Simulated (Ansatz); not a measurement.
CH4Al (SMILES [CH3][AlH+]), charge +1, singlet, geometry from GFN2-xTB (such geometries of metal compounds can be far from the true shape), with bond 4-2 at 2.4 times its length; SC-NEVPT2/def2-SVP, CASSCF(4,4) run with Ansatz (a quantum-chemistry and plane-wave program).

Ansatz was given this input:
Ansatz 0.2 input:
```yaml
crystal:
  periodic: [false, false, false]
  atoms:
    - {symbol: Al, position_ang: [-0.40172293, -0.56140107, -0.27249021]}
    - {symbol: C, position_ang: [0.65063231, 0.90337766, 0.44287829]}
    - {symbol: H, position_ang: [0.45368009, 1.03632464, 1.52035580]}
    - {symbol: H, position_ang: [0.02071657, 3.14927229, -0.81087693]}
    - {symbol: H, position_ang: [1.72874798, 0.71459695, 0.30341028]}
    - {symbol: H, position_ang: [-1.25199123, -1.71214080, -0.85914339]}
basis:
  gaussian:
    orbitals: def2-SVP
total_charge: 1
magnetization: {spin_polarized: false}
correlation: {method: sc_nevpt2, electrons: all, active_space: {window: {electrons: 4, orbitals: 4}}}
```

### Question
Predict the main parts of the log of this Ansatz run.

### Answer

```
Functional definition: HF
514 factors; integrals over basis functions are off by at most 1.2e-3 eV
mean field evaluation 1: about -7649.9044 eV, gradient 5.2e1 eV
mean field evaluation 2: about -7649.9063 eV, gradient 5.2e1 eV
mean field evaluation 4: about -7659.8584 eV, gradient 4.6e0 eV
mean field evaluation 8: about -7660.0655 eV, gradient 2.2e-1 eV
mean field evaluation 16: about -7655.6343 eV, gradient 2.1e0 eV
mean field evaluation 32: about -7655.7007 eV, gradient 4.5e-6 eV
mean field -7660.06605064 eV, -281.5022351817 hartree, gradient 1.6e-6 eV, S^2 0.000000; 3 other end points of the search recorded, 0 dependent functions left out; unrestricted orbitals would lower it
reference -7660.06605064 eV, -281.5022351817 hartree; 11, 11 occupied and 41, 41 virtual orbitals, 514 factors
state -7663.16343182 eV, -281.6160618406 hartree
state -7663.16343182 eV, -281.6160618406 hartree; corrected -7667.45864268 eV, -281.7739079284 hartree
state -7663.14424438 eV, -281.6153567153 hartree
state -7663.14424438 eV, -281.6153567153 hartree; corrected -7667.46549534 eV, -281.7741597591 hartree
state -7663.14424438 eV, -281.6153567153 hartree; corrected -7667.46549534 eV, -281.7741597591 hartree
state -7663.14326159 eV, -281.6153205985 hartree
state -7663.14326159 eV, -281.6153205985 hartree; corrected -7667.46964963 eV, -281.7743124264 hartree
state -7663.14326159 eV, -281.6153205985 hartree; corrected -7667.46964963 eV, -281.7743124264 hartree
WARN: the results are in doubt because another end's mean lies 0.020 eV lower, and its corrected mean 0.011 eV higher
Total energy: -7667.46964963 eV, -281.7743124264 hartree
In doubt: another end's mean lies 0.020 eV lower, and its corrected mean 0.011 eV higher
```
